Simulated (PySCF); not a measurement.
A calculated (wB97M-V, PySCF 2.14, ANO-RCC-VTZP, the spin-free X2C one-electron Hamiltonian (Gaussian nucleus)) atom or ion has these occupied shells.

```csv
shell,electrons,orbital energy (eV),"rms radius, mean of both spins (bohr)"
1s α,1,-11781.9,0.0524
1s β,1,-11781.8,0.0524
2s α,1,-1522.3,0.219
2s β,1,-1522.2,0.219
2p α,3,-1333.6,0.196
2p β,3,-1333.4,0.196
3s α,1,-212.25,0.640
3s β,1,-212.11,0.640
3p α,3,-153.31,0.668
3p β,3,-153.14,0.668
3d α,5,-57.190,0.758
3d β,5,-56.985,0.758
4s α,1,-28.335,2.03
4s β,1,-25.808,2.03
4p α,2,-17.348,2.47
```

Question: Name the element and its charge.

Answer: As⁺ (arsenic, charge +1), in [Ar] 3d10 4s2 4p2, high-spin 3P determinant.
